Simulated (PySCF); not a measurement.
Species: C3H5ClF2O.
Atom-mapped SMILES: `[F:1][CH2:2][O:3][CH2:4][C@H:5]([F:6])[Cl:7]` (hydrogens: H8, H9 on C2; H10, H11 on C4; H12 on C5)

Level of theory: PySCF, PBE0-D3(BJ)/def2-SVP geometry optimisation, gas phase.

(1) What internal coordinates does the optimisation give?

## Answers

(1) 
```
  bond  length (Å)
 F1–C2       1.369
 C2–O3       1.374
 O3–C4       1.399
 C4–C5       1.515
 C5–F6       1.359
C5–Cl7       1.776
 C2–H8       1.100
 C2–H9       1.103
C4–H10       1.100
C4–H11       1.105
C5–H12       1.101
```

A selection of angles:
```
     angle  degrees
  F1–C2–O3    110.6
  F1–C2–H8    108.8
  F1–C2–H9    107.3
  O3–C2–H8    106.5
  O3–C2–H9    112.4
  H8–C2–H9    111.1
  C2–O3–C4    115.8
  O3–C4–C5    113.8
 O3–C4–H10    107.5
 O3–C4–H11    111.4
 C5–C4–H10    108.1
 C5–C4–H11    108.0
H10–C4–H11    107.8
  C4–C5–F6    110.6
 C4–C5–Cl7    111.4
 C4–C5–H12    110.4
 F6–C5–Cl7    109.0
 F6–C5–H12    108.3
Cl7–C5–H12    106.9
```

Dihedral angles: F1–C2–O3–C4 -70° (synclinal); C2–O3–C4–C5 -87° (synclinal); O3–C4–C5–F6 69° (synclinal).

The C–O distances run from 1.374 Å (C2–O3, drawn single) to 1.399 Å (O3–C4, drawn single), a spread of 0.025 Å. Of the pairs four or more bonds apart, F6···H9 is among the closest relative to their van der Waals radii: 2.37 Å, 89 % of the sum of Bondi's values.

Point group: C1 (no symmetry element, even within 0.4 Å). No PBE0-D3(BJ)/def2-SVP frequencies stand behind this structure, so it isn't proved a minimum. One conformer, not necessarily the lowest.
